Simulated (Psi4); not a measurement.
Psi4 input (wB97X-D/6-311+G**):

```
memory 1500 MB

molecule {
0 2
C    -0.76576500   -1.30630900   -0.32739300
B    -0.00327000   -0.00557900   -0.00139800
N    -0.63673200    1.00667700    0.77251000
N     1.32614200    0.16938000   -0.47776200
H    -1.77995400   -1.49680400    0.00755400
H    -0.33598600   -2.11275300   -0.91219700
H    -0.20628300    1.87888900    1.02538900
H    -1.57310200    0.90704700    1.11981900
H     1.79445500   -0.52944300   -1.02518200
H     1.88594000    0.98641600   -0.30727400
symmetry c1
no_reorient
no_com
}

set {
  basis 6-311+G**
  reference uks
  scf_type df
  df_basis_scf def2-universal-jkfit
  dft_radial_points 99
  dft_spherical_points 590
  e_convergence 1e-8
  d_convergence 1e-7
  maxiter 150
}

e = energy('wb97x-d')
print_out(f'\nFINAL {e:.10f} DIPOLE {variable("CURRENT DIPOLE")[0]:.6f} {variable("CURRENT DIPOLE")[1]:.6f} {variable("CURRENT DIPOLE")[2]:.6f}\n')
```

Output:

```
   => Loading Basis Set <=

    Name: 6-311+G**
    Role: ORBITAL
    Keyword: BASIS
    atoms 1    entry C          line   129 file 6-311pgss.gbs
    atoms 2    entry B          line   108 file 6-311pgss.gbs
    atoms 3-4  entry N          line   150 file 6-311pgss.gbs
    atoms 5-10 entry H          line    42 file 6-311pgss.gbs

   => WB97X-D: Empirical Dispersion <=

    Chai and Head-Gordon Dispersion Correction
    Chai, J.-D.; Head-Gordon, M. (2010), J. Chem. Phys., 132: 6615-6620

        s6 =       1.000000

         ---------------------------------------------------------
                                   SCF
               by Justin Turney, Rob Parrish, Andy Simmonett
                          and Daniel G. A. Smith
                              UKS Reference
         ---------------------------------------------------------

  ==> Geometry <==

    Molecular point group: c1
    Full point group: C1

    Geometry (in Angstrom), charge = 0, multiplicity = 2:

       Center              X                  Y                   Z               Mass
    ------------   -----------------  -----------------  -----------------  -----------------
         C           -0.765765000000    -1.306309000000    -0.327393000000    12.000000000000
         B           -0.003270000000    -0.005579000000    -0.001398000000    11.009305360000
         N           -0.636732000000     1.006677000000     0.772510000000    14.003074004430
         N            1.326142000000     0.169380000000    -0.477762000000    14.003074004430
         H           -1.779954000000    -1.496804000000     0.007554000000     1.007825032230
         H           -0.335986000000    -2.112753000000    -0.912197000000     1.007825032230
         H           -0.206283000000     1.878889000000     1.025389000000     1.007825032230
         H           -1.573102000000     0.907047000000     1.119819000000     1.007825032230
         H            1.794455000000    -0.529443000000    -1.025182000000     1.007825032230
         H            1.885940000000     0.986416000000    -0.307274000000     1.007825032230

  Running in c1 symmetry.

  Rotational constants: A =      0.29537  B =      0.29280  C =      0.14704 [cm^-1]
  Rotational constants: A =   8855.04182  B =   8777.85656  C =   4408.14013 [MHz]
  Nuclear repulsion =  108.345952793092877

  Charge       = 0
  Multiplicity = 2
  Electrons    = 31
  Nalpha       = 16
  Nbeta        = 15

  ==> Algorithm <==

  SCF Algorithm Type is DF.
  DIIS enabled.
[...]

    Beta Occupied:

       1A    -14.402910     2A    -14.402892     3A    -10.259275
       4A     -6.830554     5A     -0.961332     6A     -0.929101
       7A     -0.731380     8A     -0.606517     9A     -0.583360
      10A     -0.575634    11A     -0.509779    12A     -0.464482
      13A     -0.423925    14A     -0.395667    15A     -0.316621

    Beta Virtual:

      16A     -0.008865    17A      0.051235    18A      0.065801
      19A      0.070731    20A      0.093477    21A      0.124261
      22A      0.130506    23A      0.168759    24A      0.169355
      25A      0.185931    26A      0.188029    27A      0.208565
      28A      0.210707    29A      0.210989    30A      0.212594
      31A      0.224419    32A      0.238690    33A      0.249408
      34A      0.271102    35A      0.274500    36A      0.281817
      37A      0.322369    38A      0.351092    39A      0.367186
      40A      0.410540    41A      0.460589    42A      0.497994
      43A      0.513620    44A      0.520114    45A      0.603752
      46A      0.604543    47A      0.653748    48A      0.670247
      49A      0.698273    50A      0.709261    51A      0.710785
      52A      0.730669    53A      0.758652    54A      0.761124
      55A      0.815566    56A      0.844864    57A      0.890130
      58A      0.907821    59A      0.940641    60A      0.952761
      61A      0.957958    62A      0.978757    63A      1.034462
      64A      1.063881    65A      1.202780    66A      1.240120
      67A      1.264874    68A      1.294155    69A      1.296338
      70A      1.319408    71A      1.565695    72A      1.576872
      73A      1.599129    74A      1.631960    75A      1.684465
      76A      1.709198    77A      1.721710    78A      1.722670
      79A      1.758914    80A      1.826734    81A      1.885272
      82A      1.930961    83A      1.959331    84A      1.983321
      85A      2.070995    86A      2.096686    87A      2.183265
      88A      2.189112    89A      2.221302    90A      2.265379
      91A      2.329903    92A      2.473134    93A      2.477020
      94A      2.513485    95A      2.541162    96A      2.631467
      97A      2.648254    98A      2.649304    99A      2.700627
     100A      2.713480   101A      2.727791   102A      2.790634
     103A      2.836117   104A      2.923147   105A      2.945437
     106A      2.970500   107A      2.971180   108A      2.980638
     109A      3.153056   110A      3.212377   111A      3.375867
     112A      3.507462   113A      3.839208   114A      3.875562
     115A      3.962238   116A      3.981471   117A      4.731065
     118A      4.887221   119A      4.919196   120A      4.960209
     121A     14.835788   122A     24.060698   123A     35.751638
     124A     35.824431

    Final Occupation by Irrep:
              A
    DOCC [    15 ]
    SOCC [     1 ]
    NA   [    16 ]
    NB   [    15 ]

  @DF-UKS Final Energy:  -176.10901481839488

   => Energetics <=

    Nuclear Repulsion Energy =            108.3459527930928772
    One-Electron Energy =                -451.8487572862127877
    Two-Electron Energy =                 184.9200303340349762
    DFT Exchange-Correlation Energy =     -17.5232421654323858
    Empirical Dispersion Energy =          -0.0029984938775659
    VV10 Nonlocal Energy =                  0.0000000000000000
    Total Energy =                       -176.1090148183948827

  UHF NO Occupations:
  HONO-2 :   14  A 1.9995079
  HONO-1 :   15  A 1.9989761
  HONO-0 :   16  A 1.0000000
  LUNO+0 :   17  A 0.0010239
  LUNO+1 :   18  A 0.0004921
  LUNO+2 :   19  A 0.0002883
  LUNO+3 :   20  A 0.0002028

Computation Completed

Properties will be evaluated at   0.000000,   0.000000,   0.000000 [a0]

Properties computed using the SCF density matrix

 Multipole Moments:

 ------------------------------------------------------------------------------------
     Multipole            Electronic (a.u.)      Nuclear  (a.u.)        Total (a.u.)
 ------------------------------------------------------------------------------------

 L = 1.  Multiply by 2.5417464519 to convert [e a0] to [Debye]
 Dipole X            :          0.1906237            0.0000000            0.1906237
 Dipole Y            :          0.3251768            0.0000038            0.3251806
 Dipole Z            :          0.0815049           -0.0000057            0.0814993
 Magnitude           :                                                    0.3856448

 ------------------------------------------------------------------------------------

FINAL -176.1090148184 DIPOLE 0.190624 0.325181 0.081499

*** Psi4 exiting successfully. Buy a developer a beer!
```

The geometry given is a B3LYP-D3(BJ)/def2-TZVP minimum.
